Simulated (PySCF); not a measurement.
# Electron correlation in Mn (manganese, neutral)

[Ar] 3d4 4s2 5s1, high-spin 6D determinant (an excited configuration). Computed with PySCF 2.14 in x2c-TZVPPall with one added diffuse shell each of s, p, d, f type (7s6p5d3f1g, 80 functions), with scalar relativity by spin-free X2C-1e. Frozen: [Ne]; 15 electrons correlated.

MP2 pair energies summed by pair of shells (mhartree):

| pair | energy | share (%) |
| --- | --- | --- |
| 3p-3d | -140.21 | 34.0 |
| 3p-3p | -89.14 | 21.6 |
| 3d-3d | -39.41 | 9.5 |
| 3s-3p | -31.19 | 7.6 |
| 3d-4s | -28.16 | 6.8 |
| 3p-4s | -25.44 | 6.2 |
| 4s-4s | -23.66 | 5.7 |
| 3s-3d | -21.64 | 5.2 |
| 4s-5s | -5.33 | 1.3 |
| 3s-3s | -4.76 | 1.2 |
| 3s-4s | -1.96 | 0.5 |
| 3p-5s | -0.98 | 0.2 |
| 3d-5s | -0.90 | 0.2 |
| 3s-5s | -0.07 | 0.0 |

Total MP2 correlation energy: -412.85 mhartree.

Same-spin part -134.65 and opposite-spin part -278.20 mhartree; SCS-MP2 scales them by 1/3 and 6/5 to -378.72 mhartree.

This basis was not built for core-valence correlation, so the inner-shell part is incomplete.
